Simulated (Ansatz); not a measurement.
The cluster Cs3H3. The state is a singlet with charge 0. Geometry PBE-D4/def2-TZVP; atoms count from 1.

```
atom   x (Å)   y (Å)   z (Å)
 Cs1  -2.445  -0.327   1.562
 Cs2   1.507   2.497   0.152
 Cs3   0.939  -2.169  -1.713
  H4  -0.802   1.840   1.438
  H5   2.062   0.281  -1.330
  H6  -1.261  -2.122  -0.109
```

In the def2 sets Cs takes a core potential; there is no spin–orbit coupling. The structure comes from a short search, and lower isomers may exist.

(1) Estimate the Mulliken populations from the PBE0/def2-TZVP orbitals of Ansatz.

Answers

(1) 
```json
{"atom": "Cs1", "charge (e)": "0.60"}
{"atom": "Cs2", "charge (e)": "0.60"}
{"atom": "Cs3", "charge (e)": "0.60"}
{"atom": "H4", "charge (e)": "-0.60"}
{"atom": "H5", "charge (e)": "-0.60"}
{"atom": "H6", "charge (e)": "-0.60"}
```
Mulliken values depend strongly on the basis.
